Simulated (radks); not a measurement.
Question: The mean radii <r> (bohr) of the occupied orbitals of an atom or ion are listed with their occupations. Method: scalar-relativistic Kohn-Sham, r2SCAN, spin-polarised, spherical densities, finite nucleus; meta-GGA in the generalised Kohn-Sham scheme; Fermi nuclear charge, rms radius of each element as measured or else 0.836 A^(1/3) + 0.57 fm; computed with a radial shooting solver on a logarithmic mesh with Libxc functionals.

orbital  occ.      <r>
1s up       1  0.02001
1s down     1  0.02001
2s up       1  0.08486
2s down     1  0.08486
2p up       3  0.07542
2p down     3  0.07542
3s up       1   0.2207
3s down     1   0.2206
3p up       3   0.2201
3p down     3   0.2201
3d up       5   0.2000
3d down     5   0.1999
4s up       1   0.4977
4s down     1   0.4977
4p up       3   0.5278
4p down     3   0.5279
4d up       5   0.5701
4d down     5   0.5706
5s up       1    1.207
5s down     1    1.215
5p up       3    1.402
5p down     3    1.412
4f up       7   0.7414
4f down     5   0.7532

Name the element and its charge. Open shells, if any, are filled with parallel spins first.

Answer: Z = 69, thulium, charge +3: Tm3+ in [Xe] 4f12. The 1s radius gives Z: for a bare nucleus <r> = (2 gamma + 1)/(2Z) with gamma = sqrt(1 - (Z/c)^2), 0.01977 bohr for Z = 69, and screening makes it slightly larger (0.02001 here). The occupations add up to 66, and the charge is Z minus that.
